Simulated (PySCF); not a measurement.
Mn(II): linear complexes compared

All values are computed with PySCF: state-averaged CASSCF of the d shell with SC-NEVPT2, spin-free X2C, triple-zeta basis on the metal and double-zeta on the ligands, mean-field spin-orbit coupling; DFT geometries.

```
 complex  point group  M–L / Å  L–M–L / °  solvent
 Mn(SH)2          C2h     2.28        180     none
 Mn(OH)2          C2h     1.82        180     none
Mn(CH3)2          D3d     2.08        180     none
    MnI2          D∞h     2.53        180     none
Mn(NH2)2          D2d     1.89        180     none
```

Question: What are the ground states and moments?

Answer: 
```csv
complex,shell,ground state (NEVPT2),total orbital splitting (CASSCF fit) / cm⁻¹,μeff(300 K) / μB
Mn(SH)2,d5,6Ag,5188,5.92
Mn(OH)2,d5,6Ag,8448,5.92
Mn(CH3)2,d5,6A1g,5128,5.92
MnI2,d5,6Σg+,3209,5.92
Mn(NH2)2,d5,6A1,6658,5.92
```
